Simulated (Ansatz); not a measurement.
The molecule MgAl, multiplicity 2 (lowest of 2S+1 = 2, 4 at CCSD(T)/def2-TZVPP on PBE0 minima; our sources give no spin for the ground state, which may be another). The T1 diagnostic near the minimum is 0.067, so single-reference values are doubtful.

D_e counts from the fitted minimum to each atom's lowest state at the same level, without counterpoise.

Correlated levels freeze the inner cores; with def2 sets outer-core shells near the valence are correlated too.

The values were computed with Ansatz (a program for electronic structure) with Gaussian orbitals. Values without a source in brackets are computed.

```
level                 bond energy D_e (kcal/mol)
--------------------  --------------------------
SVWN5/def2-TZVPP                           17.00
PBE/def2-TZVPP                             13.32
B97M-V/def2-TZVPP                          12.10
B3LYP/def2-TZVPP                            7.21
PBE0/def2-TZVPP                            11.14
BHLYP/def2-TZVPP                               ?
CAM-B3LYP/def2-TZVPP                           ?
wB97M-V/def2-TZVPP                          6.49
B2PLYP/def2-TZVPP                           6.54
```

**Question.** Fill in the missing entries.

**Answer.** 
- BHLYP/def2-TZVPP, bond energy D_e (kcal/mol): 4.75
- CAM-B3LYP/def2-TZVPP, bond energy D_e (kcal/mol): 4.93
